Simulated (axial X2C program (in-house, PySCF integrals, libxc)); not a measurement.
# Spin–orbit effects along a row: molecules with Mg, HF

Computed with an axial X2C code built on PySCF integrals, spin-free (one-electron X2C) or two-component (2c: spin–orbit coupling with atomic mean-field Coulomb and Gaunt terms, which also bring small scalar terms), in Dyall basis sets with cores contracted in-house; open shells are unrestricted.

Basis sets: As dyall-cv3z, Br dyall-cv3z, Co dyall-cv3z, Cu dyall-cv3z, Ge dyall-cv3z, Mg dyall-cv3z.

```
molecule   spin-free state  Re (Å)  ωe (cm⁻¹)  De (eV)  2c state  Re 2c (Å)  ωe 2c (cm⁻¹)  De 2c (eV)
    MgCo  M_S = 3/2, Λ = 3   2.868      128.4    -1.90   Ω = 7/2      2.914         121.8         n/a
    MgCu  M_S = 1/2, Λ = 0   2.759      144.5      n/a   Ω = 1/2      2.760         144.2         n/a
    MgGe    M_S = 1, Λ = 0   2.640      241.6     0.66     Ω = 1      2.642         240.7         n/a
    MgAs                 ?       ?          ?        ?         ?          ?             ?           ?
    MgBr  M_S = 1/2, Λ = 0   2.368      373.0     2.47   Ω = 1/2      2.369         372.6        2.31
```

Question: Estimate the 2c Re and ωe of MgAs as the mean of its neighbours in the table.

Answer: Re ≈ 2.506 Å, ωe ≈ 306.6 cm⁻¹. The HF runs give the row below, so the estimate misses by -0.144 Å and 69.3 cm⁻¹.

```tsv
molecule	spin-free state	Re (Å)	ωe (cm⁻¹)	De (eV)	2c state	Re 2c (Å)	ωe 2c (cm⁻¹)	De 2c (eV)
MgAs	M_S = 3/2, Λ = 0	2.650	237.6	0.19	Ω = 3/2	2.650	237.3	0.19
```

Each entry is the lowest single determinant of a limited PBE0 search at one distance. De goes to single-determinant-based atoms at the same level (for ions the charge split of lowest energy) and is withheld (n/a) where an atom does not fit its ground term or J level. Main or longest-lived isotopes. One determinant is a doubtful description, or other states lie close, for MgCo, MgCu, MgGe, MgAs; these need not be ground states, and all values refer to the states named. Some open-shell Ω = 0 determinants are out of reach, so the Ω given for MgGe need not be the lowest component. With several unpaired electrons the Ω given is that of one determinant, not necessarily of the lowest component. Where the atoms have a lower orbital projection than the molecule, De at mean-field level may be about a tenth of an eV too small. The lowest determinant changes configuration between the Hamiltonians for MgCo, so two states are compared there.
